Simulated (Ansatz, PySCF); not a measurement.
This Ansatz (a quantum-chemistry and plane-wave program) input computes a B3LYP/def2-TZVPD energy:

Ansatz 0.2 input:
```yaml
crystal:
  periodic: [false, false, false]
  atoms:
    - {symbol: N, position_ang: [-1.10139600, 0.28069552, 0.24706094]}
    - {symbol: C, position_ang: [0.04274511, -0.02393513, -0.00078960]}
    - {symbol: O, position_ang: [1.14816135, -0.19903996, -0.32068421]}
    - {symbol: H, position_ang: [-1.73198952, -0.22893827, 0.84078472]}
basis:
  gaussian:
    orbitals: def2-TZVPD
hamiltonian:
  xc: {name: B3LYP}
output: {forces: true}
```

Problem. Write an input for the same energy in PySCF and say what it gives.

Solution. 
```python
from pyscf import gto, scf, dft

mol = gto.M(
    atom='''
    N    -1.10139600    0.28069552    0.24706094
    C     0.04274511   -0.02393513   -0.00078960
    O     1.14816135   -0.19903996   -0.32068421
    H    -1.73198952   -0.22893827    0.84078472
    ''',
    basis='def2-tzvpd',
    charge=0,
    spin=0,
    verbose=4,
)

mf = dft.RKS(mol, xc='b3lyp').density_fit(auxbasis='def2-universal-jkfit')
mf.grids.level = 3
mf.conv_tol = 1e-9
mf.max_cycle = 100
mf.max_memory = 1500
mf.kernel()
if not mf.converged:
    mf = mf.newton()
    mf.kernel(mf.make_rdm1())
mf.analyze()
```
It gives -168.75958 Eh, and Ansatz -168.75956 Eh, a difference of 0.02 mEh, from the treatment of integrals and grids.
